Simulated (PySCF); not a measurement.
Rh (SMILES [Rh]), quartet (core potentials on Rh). Base run: HF/def2-TZVP run with PySCF.

Input for PySCF:
```python
from pyscf import gto, scf

mol = gto.Mole()
mol.atom = '''
    Rh    0.00000000    0.00000000    0.00000000
'''
mol.basis = 'def2-tzvp'
mol.ecp = {'Rh': 'def2-tzvp'}
mol.spin = 3
mol.verbose = 4
mol.build()

mf = scf.UHF(mol)
mf.kernel()
mf.analyze()
```

Each row names what was changed in the base input (with any setting that the change needs).

| change | ΔE vs base (mEh) | fitting functions | outcome |
|---|---|---|---|
| base | 0.000 | - | converged |
| auxbasis = default (with mf = mf.density_fit()) | -11.613 | 255 | converged |
| auxbasis = def2-universal-jkfit | -11.613 | 255 | converged |
| auxbasis = cc-pvtz-ri | - | - | input refused |
| auxbasis = def2-universal-jfit | 276.5 | 89 | converged |
| auxbasis = even-tempered beta=2.0 | -11.508 | 266 | converged |
| auxbasis = cc-pvdz-jkfit | - | - | input refused |
| auxbasis = autoaux | -11.611 | 270 | converged |
| auxbasis = even-tempered beta=1.6 | 35.599 | 398 | converged |
| exchange = seminumerical (SGX) (with mf = sgx.sgx_fit(mf, auxbasis='def2-universal-jfit'); with mf.with_df.dfj = True) | 35.596 | 89 | converged |

A fitting set is made for a task (jfit for Coulomb, jkfit for Coulomb and exchange, ri for correlation) and for a family of orbital bases.

Open shells are given as the SCF converged; they aren't shown to be the lowest states, and a large step between rows can be another state.

- auxbasis = cc-pvtz-ri: ended with `pyscf.lib.exceptions.BasisNotFoundError: Basis set not found for Rh in cc-pvtz-ri`
- auxbasis = cc-pvdz-jkfit: ended with `pyscf.lib.exceptions.BasisNotFoundError: Basis set not found for Rh in cc-pvdz-jkfit`
